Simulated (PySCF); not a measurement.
`InChI=1S/C7H8BN/c1-3-7-5-4-6-9(7)8-2/h1,4-6,8H,2H3`

Cartesian coordinates in Å; atom numbers follow the order of the lines, from 1:
```xyz
17

C    -2.079    2.603    0.739
C    -1.656    1.492    0.566
C    -1.220    0.171    0.377
C    -1.958   -0.977    0.494
C    -1.089   -2.060    0.212
C     0.133   -1.533   -0.063
N     0.088   -0.159    0.031
B     1.155    0.752   -0.184
C     2.587    0.217   -0.574
H    -2.436    3.578    0.887
H    -2.997   -1.037    0.751
H    -1.354   -3.099    0.217
H     1.046   -2.033   -0.320
H     0.921    1.893   -0.059
H     2.558   -0.354   -1.502
H     2.981   -0.456    0.186
H     3.313    1.014   -0.708
```

Level of theory: GIAO B3LYP/pcSseg-1 magnetisability, rotational g tensor and spin-rotation constants, non-relativistic, gas phase (PySCF 2.14.0). Geometry: GFN2-xTB.

Question: Give the nuclear spin-rotation constants along the inertial axes (H = +C I·J) beside the isotropic shieldings.

Answer: Rotational constants 2.2521, 1.5639, 0.9281 GHz. A star marks the isotopologue with that one atom substituted, in its own axes.
```csv
atom,isotope,Caa (kHz),Cbb (kHz),Ccc (kHz),mean (kHz),σ (ppm)
N7,14N,0.399,0.252,0.048,0.233,29.8
B8,11B,0.725,0.685,0.149,0.520,46.1
H10,1H,-0.079,-0.064,-0.107,-0.083,28.9
H11,1H,0.155,-0.091,-0.104,-0.013,24.8
H12,1H,-0.225,0.160,-0.105,-0.056,25.3
H13,1H,0.226,-0.154,-0.100,-0.009,24.8
H14,1H,-0.103,0.076,-0.085,-0.037,25.4
H15,1H,-0.181,-0.152,-0.032,-0.122,31.1
H16,1H,-0.181,-0.152,-0.033,-0.122,31.1
H17,1H,-0.206,0.009,-0.107,-0.101,30.7
C1,13C*,0.452,0.343,0.321,0.372,92.7
C2,13C*,0.386,0.304,0.341,0.344,101.4
C3,13C*,0.991,0.507,0.174,0.557,53.6
C4,13C*,1.054,0.545,0.142,0.581,49.3
C5,13C*,0.773,0.686,0.129,0.529,59.7
C6,13C*,0.934,0.578,0.161,0.557,52.0
C9,13C*,0.282,0.227,0.100,0.203,178.9
```
For the geometry as given, no vibrational averaging.
